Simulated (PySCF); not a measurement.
# Energy of Co⁺ (cobalt, charge +1) between two integer charges

The 3d beta orbital of [Ar] 3d8 is emptied in steps (occupation f), with all orbitals relaxed, ending at [Ar] 3d7. Calculation: PySCF 2.14, in def2-TZVPPD (6s6p4d2f1g, 67 functions); no relativity, point nucleus. The exact energy is a straight line in f; departures are measured from the line between the end points of the same method.

Q: Among PBE0, r2SCAN, LC-wPBE, which shows the largest delocalisation error (convex curve), and which is closest to linear?

A: Most convex: r2SCAN (-1.510 eV at f = 0.4); closest to linear: LC-wPBE (-0.427 eV).

| f | PBE0 (eV) | r2SCAN (eV) | LC-wPBE (eV) |
| --- | --- | --- | --- |
| 1 | 0.000 | 0.000 | 0.000 |
| 0.8 | -0.673 | -0.990 | -0.263 |
| 0.6 | -1.025 | -1.499 | -0.411 |
| 0.4 | -1.039 | -1.510 | -0.427 |
| 0.2 | -0.702 | -1.012 | -0.294 |
| 0 | 0.000 | 0.000 | 0.000 |

| method | E(f=0) − E(f=1) (eV) | −ε at f=1 (eV) | −ε at f=0.4 (eV) |
| --- | --- | --- | --- |
| PBE0 | 17.658 | 13.526 | 18.455 |
| r2SCAN | 17.827 | 11.710 | 19.038 |
| LC-wPBE | 17.980 | 16.407 | 18.260 |

Reference removal energy between the ground levels: 17.084 eV (measured; NIST Atomic Spectra Database, ionization energies). The calculation has no spin-orbit coupling. The determinant left behind need not be the lowest term of the ion.
